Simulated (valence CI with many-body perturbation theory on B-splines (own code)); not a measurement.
## E1 transitions of F²⁺

Calculated by valence CI with perturbative core correlation (CI+MBPT): five valence electrons over a frozen Dirac-Fock core [He], a basis of 9 s, 9 p, 8 d, 6 f, 3 g, 1 h functions for each j, with the one-electron correlation potential Σ1 (screened to all orders), the two-electron term Σ2, the three-electron term Σ3, Breit, model QED; selected single and double excitations, second order for the rest, scaled by the run's own slope (own B-spline code, finite nucleus).

Against 49 measured levels this calculation errs by 116 cm⁻¹ on average and by 421 at most. These come from a selection out of Moore, Atomic Energy Levels, vol. I, NSRDS-NBS 35 (1971 reprint of NBS Circular 467, 1949), an old analysis. Levels without a partner in it may be off by more. Among the levels kept, up to 1600 cm⁻¹ of a level comes from second order outside the variational space, and about a tenth of that is noise between levels of different J, which matters for small intervals.

Lines 101 to 150 of 275 in falling wavelength, among levels below 405748 cm⁻¹, chosen from the strongest by gf and those to the six lowest levels. Wavelengths and rates use the calculated energies, so an error of 100 cm⁻¹ moves a line at 221.3 nm by 0.22 % and its rate by three times that or more. Electric multipoles are in the length gauge, E1 and E2 with the static RPA response of the core. Weak lines are less certain than strong ones. Lines between different terms over intervals too small for the method are left out, as are lines whose strength nearly cancels. Where a level lies close to another of its J and parity, the split of strength between their lines is uncertain. The highest levels of a list are the least certain.

Letters in brackets count levels of one name in rising energy.

| λ vac (nm) | λ from measured levels | Upper | Lower | A (s⁻¹) | S (a.u.) |
| --- | --- | --- | --- | --- | --- |
| 221.3 | 221.8 | 2s2 2p2 3d 2P_3/2 | 2s2 2p2 3p 2S°_1/2 | 2.84e+08 | 6.08e+00 |
| 220.3 | 220.8 | 2s2 2p2 3d 2P_1/2 | 2s2 2p2 3p 2S°_1/2 | 2.36e+08 | 2.49e+00 |
| 218.7 | 219.1 | 2s2 2p2 3d 4D_3/2 | 2s2 2p2 3p 2S°_1/2 | 1.18e+07 | 2.43e-01 |
| 218.5 | 218.9 | 2s2 2p2 3d 4D_1/2 | 2s2 2p2 3p 2S°_1/2 | 5.24e+07 | 5.39e-01 |
| 180.2 | 180.6 | 2s2 2p2 3p 2D°_5/2 [b] | 2s2 2p2 3s 2P_3/2 | 1.28e+08 | 2.22e+00 |
| 180.0 | 180.4 | 2s2 2p2 3p 2D°_3/2 [b] | 2s2 2p2 3s 2P_3/2 | 1.76e+07 | 2.03e-01 |
| 178.7 | 179.2 | 2s2 2p2 3p 2D°_3/2 [b] | 2s2 2p2 3s 2P_1/2 | 1.08e+08 | 1.22e+00 |
| 167.6 |  | 2s2 2p2 3p 2P°_1/2 [b] | 2s2 2p2 3s 2P_3/2 | 4.69e+07 | 2.18e-01 |
| 167.3 |  | 2s2 2p2 3p 2P°_3/2 [b] | 2s2 2p2 3s 2P_3/2 | 1.15e+08 | 1.06e+00 |
| 166.6 |  | 2s2 2p2 3p 2P°_1/2 [b] | 2s2 2p2 3s 2P_1/2 | 8.79e+07 | 4.01e-01 |
| 166.2 |  | 2s2 2p2 3p 2P°_3/2 [b] | 2s2 2p2 3s 2P_1/2 | 1.94e+07 | 1.75e-01 |
| 114.4 |  | 2s 2p3 3s 4S°_3/2 | 2s2 2p2 3s 4P_5/2 | 6.31e+07 | 1.87e-01 |
| 114.0 |  | 2s 2p3 3s 4S°_3/2 | 2s2 2p2 3s 4P_3/2 | 4.24e+07 | 1.24e-01 |
| 111.9 | 111.3 | 2s2 2p2 3p 2D°_5/2 [a] | 2s 2p4 2P_3/2 | 3.09e+07 | 1.28e-01 |
| 107.0 |  | 2s2 2p2 3p 2P°_3/2 [a] | 2s 2p4 2P_3/2 | 8.73e+07 | 2.11e-01 |
| 99.88 |  | 2s 2p4 4P_5/2 | 2s2 2p3 2P°_3/2 | 7.95e+03 | 2.35e-05 |
| 99.55 |  | 2s 2p4 4P_3/2 | 2s2 2p3 2P°_3/2 | 1.09e+04 | 2.12e-05 |
| 99.55 |  | 2s 2p4 4P_3/2 | 2s2 2p3 2P°_1/2 | 5.32e+01 | 1.04e-07 |
| 99.38 |  | 2s 2p4 4P_1/2 | 2s2 2p3 2P°_3/2 | 3.06e+02 | 2.96e-07 |
| 99.38 |  | 2s 2p4 4P_1/2 | 2s2 2p3 2P°_1/2 | 4.17e+03 | 4.04e-06 |
| 85.02 |  | 2s 2p4 4P_5/2 | 2s2 2p3 2D°_3/2 | 1.62e+03 | 2.95e-06 |
| 84.99 |  | 2s 2p4 4P_5/2 | 2s2 2p3 2D°_5/2 | 1.30e+04 | 2.36e-05 |
| 84.78 |  | 2s 2p4 4P_3/2 | 2s2 2p3 2D°_3/2 | 2.84e+03 | 3.42e-06 |
| 84.75 |  | 2s 2p4 4P_3/2 | 2s2 2p3 2D°_5/2 | 7.38e+02 | 8.87e-07 |
| 84.65 |  | 2s 2p4 4P_1/2 | 2s2 2p3 2D°_3/2 | 1.23e+03 | 7.34e-07 |
| 74.53 | 74.48 | 2p5 2P°_3/2 | 2s 2p4 2P_1/2 | 4.36e+08 | 3.56e-01 |
| 74.32 | 74.27 | 2p5 2P°_3/2 | 2s 2p4 2P_3/2 | 2.23e+09 | 1.81e+00 |
| 74.25 | 74.20 | 2p5 2P°_1/2 | 2s 2p4 2P_1/2 | 1.80e+09 | 7.25e-01 |
| 74.04 | 73.99 | 2p5 2P°_1/2 | 2s 2p4 2P_3/2 | 9.10e+08 | 3.64e-01 |
| 65.81 | 65.83 | 2s 2p4 4P_5/2 | 2s2 2p3 4S°_3/2 | 1.29e+09 | 1.09e+00 |
| 65.66 | 65.69 | 2s 2p4 4P_3/2 | 2s2 2p3 4S°_3/2 | 1.30e+09 | 7.27e-01 |
| 65.59 | 65.61 | 2s 2p4 4P_1/2 | 2s2 2p3 4S°_3/2 | 1.31e+09 | 3.64e-01 |
| 65.44 | 65.38 | 2p5 2P°_3/2 | 2s 2p4 2S_1/2 | 1.85e+08 | 1.02e-01 |
| 63.02 |  | 2s 2p4 2D_5/2 | 2s2 2p3 2P°_3/2 | 4.00e+08 | 2.96e-01 |
| 63.02 |  | 2s 2p4 2D_3/2 | 2s2 2p3 2P°_3/2 | 5.09e+07 | 2.51e-02 |
| 63.02 |  | 2s 2p4 2D_3/2 | 2s2 2p3 2P°_1/2 | 3.22e+08 | 1.59e-01 |
| 60.09 | 60.01 | 2s2 2p2 3p 2F°_7/2 | 2s 2p4 2D_5/2 | 6.63e+07 | 5.68e-02 |
| 57.50 |  | 2s2 2p2 3p 2P°_1/2 [b] | 2s 2p4 2D_3/2 | 2.59e+08 | 4.85e-02 |
| 57.45 |  | 2s2 2p2 3p 2P°_3/2 [b] | 2s 2p4 2D_5/2 | 2.40e+08 | 8.99e-02 |
| 56.76 |  | 2s 2p4 2D_5/2 | 2s2 2p3 2D°_3/2 | 1.89e+08 | 1.02e-01 |
| 56.76 |  | 2s 2p4 2D_3/2 | 2s2 2p3 2D°_3/2 | 2.80e+09 | 1.01e+00 |
| 56.75 |  | 2s 2p4 2D_5/2 | 2s2 2p3 2D°_5/2 | 2.87e+09 | 1.55e+00 |
| 56.75 |  | 2s 2p4 2D_3/2 | 2s2 2p3 2D°_5/2 | 2.98e+08 | 1.08e-01 |
| 52.37 | 52.37 | 2p5 2P°_3/2 | 2s 2p4 2D_3/2 | 4.97e+08 | 1.41e-01 |
| 52.37 | 52.37 | 2p5 2P°_3/2 | 2s 2p4 2D_5/2 | 4.34e+09 | 1.23e+00 |
| 52.23 | 52.23 | 2p5 2P°_1/2 | 2s 2p4 2D_3/2 | 4.81e+09 | 6.77e-01 |
| 50.83 | 50.78 | 2s2 2p2 3p 4D°_3/2 | 2s 2p4 4P_5/2 | 7.58e+04 | 1.96e-05 |
| 50.80 |  | 2s 2p4 2S_1/2 | 2s2 2p3 2P°_3/2 | 4.83e+09 | 6.25e-01 |
| 50.80 |  | 2s 2p4 2S_1/2 | 2s2 2p3 2P°_1/2 | 2.50e+09 | 3.23e-01 |
| 50.78 | 50.73 | 2s2 2p2 3p 4D°_5/2 | 2s 2p4 4P_5/2 | 1.40e+06 | 5.43e-04 |
